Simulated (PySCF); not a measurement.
CAgO, SMILES O=[C+][Ag], charge +1, multiplicity 1.

Geometry: PBE0-D3(BJ)/def2-TZVP. The spin state was assumed, not searched. The def2 effective core potentials stand for the cores of Ag; spin–orbit coupling is left out.

All values below come from PBE/def2-TZVPD (PySCF).

Gas-phase values at a fixed geometry.

Computed frontier levels, gap, dipole moment and polarisability:
```
Item                                                              Result
------------------------------------------------  ----------------------
highest occupied level                                         -14.05 eV
lowest empty level                                              -9.61 eV
orbital gap                                                      4.44 eV
dipole moment about the centre of nuclear charge                  0.91 D
mean static polarisability                          25.6 bohr³ (3.80 Å³)
polarisability, principal values                  20.4, 20.4, 36.1 bohr³
```
